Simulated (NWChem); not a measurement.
Species: SiHI, singlet; SMILES [SiH]I

Results from NWChem. Low-valent species are run as closed-shell singlets; no triplet was tried in these runs. The geometry was optimised at PBE0-D3(BJ)/def2-TZVP. def2 effective core potentials on I; no spin-orbit coupling. Ions are spin-unrestricted doublets at the neutral geometry; other ion states weren't tried. Functional: LC-ωPBE (HJS hole) with def2-SVP; the question gives the range parameter ω in 1/bohr.

What does the run give for range parameter (1/bohr) 0.80? Quantities: vertical ionisation energy, ΔSCF (eV); −ε(HOMO) (eV).

vertical ionisation energy, ΔSCF (eV): 9.44
−ε(HOMO) (eV): 9.96
